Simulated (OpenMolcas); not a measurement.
## CuH⁺ at 1.471 Å: OpenMolcas input and output

Input (each module block was a call of its own in one work directory; start orbitals came from a preliminary run):

```
&GATEWAY
Coord
2
angstrom
Cu 0.0 0.0 0.0
H 0.0 0.0 1.4710
Basis=ANO-RCC-VTZP
Group=XY
RX2C
AMFI
ANGMom
0.0 0.0 0.0
RICD
&SEWARD
&GUESSORB
&RASSCF
FileOrb=$CurrDir/o21.orb
Symmetry=1
Spin=2
nActEl=11 0 0
Inactive=5 4
RAS2=5 2
CIRoot=3 3 1
Linear
Iterations=120 100
OrbListing=Nothing
PRWF=0.15
>>COPY $Project.RasOrb $CurrDir/o21.orb
>>COPY $Project.rasscf.h5 $CurrDir/r21.h5
&CASPT2
XMultistate=all
Imaginary=0.2
IPEA=0.25
MaxIter=40
>>COPY $Project.JobMix JOB001
&RASSCF
FileOrb=$CurrDir/o22.orb
Symmetry=2
Spin=2
nActEl=11 0 0
Inactive=5 4
RAS2=5 2
CIRoot=2 2 1
Linear
Iterations=120 100
OrbListing=Nothing
PRWF=0.15
>>COPY $Project.RasOrb $CurrDir/o22.orb
>>COPY $Project.rasscf.h5 $CurrDir/r22.h5
&CASPT2
XMultistate=all
Imaginary=0.2
IPEA=0.25
MaxIter=40
>>COPY $Project.JobMix JOB002
```

```bash
pymolcas m.inp
```

RASSCF and CASPT2 output of these blocks, in excerpt:

```
++    Wave function specifications:
      Number of closed shell electrons          18
      Number of electrons in active shells      11
      Number of inactive orbitals                9
      Number of active orbitals                  7
      Number of secondary orbitals              57
      Spin quantum number                      0.5
      State symmetry                             1
++    Orbital specifications:
      Symmetry species                           1   2
                                                 a   b
      Frozen orbitals                            0   0
      Inactive orbitals                          5   4
      Active orbitals                            5   2
      RAS2 orbitals                              5   2
      Secondary orbitals                        29  28
      Number of basis functions                 39  34
      printout of CI-coefficients larger than  0.15 for root  1
      energy=   -1653.451693
      conf/sym  11111 22     Coeff  Weight
            49  022u2 22   0.97932 0.95906
      printout of CI-coefficients larger than  0.15 for root  2
      energy=   -1653.438513
      conf/sym  11111 22     Coeff  Weight
            57  02u22 22  -0.98358 0.96743
      printout of CI-coefficients larger than  0.15 for root  3
      energy=   -1653.438513
      conf/sym  11111 22     Coeff  Weight
            60  0u222 22   0.98358 0.96743
      Natural orbitals and occupation numbers for root  1
      sym 1:   0.060064   1.999897   1.999897   1.001106   1.939120
      sym 2:   1.999958   1.999958
      Natural orbitals and occupation numbers for root  2
      sym 1:   0.053878   1.999983   1.000034   1.999438   1.946746
      sym 2:   1.999960   1.999960
      Natural orbitals and occupation numbers for root  3
      sym 1:   0.053878   1.000034   1.999983   1.999438   1.946746
      sym 2:   1.999960   1.999960
      RASSCF energy for state  3                  -1653.43851316
::    RASSCF root number  1 Total energy:  -1653.45169267
::    RASSCF root number  2 Total energy:  -1653.43851316
::    RASSCF root number  3 Total energy:  -1653.43851316
      Von Neumann Entropy (Root   1) =  0.69509
++    Wave function specifications:
      Number of closed shell electrons           6
      Number of electrons in active shells      11
      Number of inactive orbitals                3
      Number of active orbitals                  7
      Number of secondary orbitals              57
      Spin quantum number                      0.5
      State symmetry                             1
      Number of CSFs                            60
      Number of CASSCF root(s) available         3
      CASPT2 state passed to geometry opt.       3
      A file JOBMIX will be created
      This is a MULTI-STATE CASSCF reference
      Number of CI roots used                    3
      These are:                                 1   2   3
      Off-diagonal elements of Heff are computed
  FINAL CASPT2 RESULT:
      Reference energy:       -1653.4516926680
      E2 (Non-variational):      -0.7281145554
      Shift correction:          -0.0009268731
      E2 (Variational):          -0.7290414285
      Total energy:           -1654.1807340966
      Reference weight:           0.91354
  FINAL CASPT2 RESULT:
      Reference energy:       -1653.4385131593
      E2 (Non-variational):      -0.7134536158
      Shift correction:          -0.0008075446
      E2 (Variational):          -0.7142611604
      Total energy:           -1654.1527743197
      Reference weight:           0.91767
  FINAL CASPT2 RESULT:
      Reference energy:       -1653.4385131593
      E2 (Non-variational):      -0.7134534534
      Shift correction:          -0.0008075543
      E2 (Variational):          -0.7142610077
      Total energy:           -1654.1527741670
      Reference weight:           0.91767
       Total XMS-CASPT2 energies:
::    XMS-CASPT2 Root  1     Total energy:  -1654.18073410
::    XMS-CASPT2 Root  2     Total energy:  -1654.15277477
::    XMS-CASPT2 Root  3     Total energy:  -1654.15277372
++    Wave function specifications:
      Number of closed shell electrons          18
      Number of electrons in active shells      11
      Number of inactive orbitals                9
      Number of active orbitals                  7
      Number of secondary orbitals              57
      Spin quantum number                      0.5
      State symmetry                             2
      printout of CI-coefficients larger than  0.15 for root  1
      energy=   -1653.437133
      conf/sym  11111 22     Coeff  Weight
             3  22220 2u   0.15762 0.02484
            39  02222 2u  -0.98587 0.97194
      printout of CI-coefficients larger than  0.15 for root  2
      energy=   -1653.437133
      conf/sym  11111 22     Coeff  Weight
             4  22220 u2  -0.15762 0.02484
            40  02222 u2   0.98587 0.97194
      Natural orbitals and occupation numbers for root  1
      sym 1:   0.050546   1.999869   1.999967   1.999696   1.949927
      sym 2:   1.999879   1.000115
      Natural orbitals and occupation numbers for root  2
      sym 1:   0.050546   1.999869   1.999967   1.999696   1.949927
      sym 2:   1.000115   1.999879
      RASSCF energy for state  2                  -1653.43713253
::    RASSCF root number  1 Total energy:  -1653.43713253
::    RASSCF root number  2 Total energy:  -1653.43713253
      Von Neumann Entropy (Root   1) =  0.67017
++    Wave function specifications:
      Number of closed shell electrons           6
      Number of electrons in active shells      11
      Number of inactive orbitals                3
      Number of active orbitals                  7
      Number of secondary orbitals              57
      Spin quantum number                      0.5
      State symmetry                             2
      Number of CSFs                            52
      Number of CASSCF root(s) available         2
      CASPT2 state passed to geometry opt.       2
      A file JOBMIX will be created
      This is a MULTI-STATE CASSCF reference
      Number of CI roots used                    2
      These are:                                 1   2
      Off-diagonal elements of Heff are computed
  FINAL CASPT2 RESULT:
      Reference energy:       -1653.4371325317
      E2 (Non-variational):      -0.7060217447
      Shift correction:          -0.0007558356
      E2 (Variational):          -0.7067775803
      Total energy:           -1654.1439101120
      Reference weight:           0.91999
  FINAL CASPT2 RESULT:
      Reference energy:       -1653.4371325314
      E2 (Non-variational):      -0.7060217450
      Shift correction:          -0.0007558356
      E2 (Variational):          -0.7067775806
      Total energy:           -1654.1439101120
      Reference weight:           0.91999
       Total XMS-CASPT2 energies:
::    XMS-CASPT2 Root  1     Total energy:  -1654.14391011
::    XMS-CASPT2 Root  2     Total energy:  -1654.14391011
```

Only roots inside an energy window near the equilibrium distance were included, so the list of states is not complete; labels number the states computed. Each spin and symmetry block has orbitals of its own, averaged over its own roots, so gaps between blocks are less sure than gaps within one and near the minimum can be off by tenths of an eV, in bad cases by more. No Rydberg orbitals are active, so Rydberg states, and σ→σ* states whose orbital the CASSCF left unused, can be missing between those listed. No roots were computed in blocks 4a, 4b (none fell in the window or the block failed), so states of that kind are missing and can lie low or lowest. For d and f metals this valence active space lacks a second d shell: the order of states is not reliable within half an eV or more, and the lowest computed state need not be the true ground state.
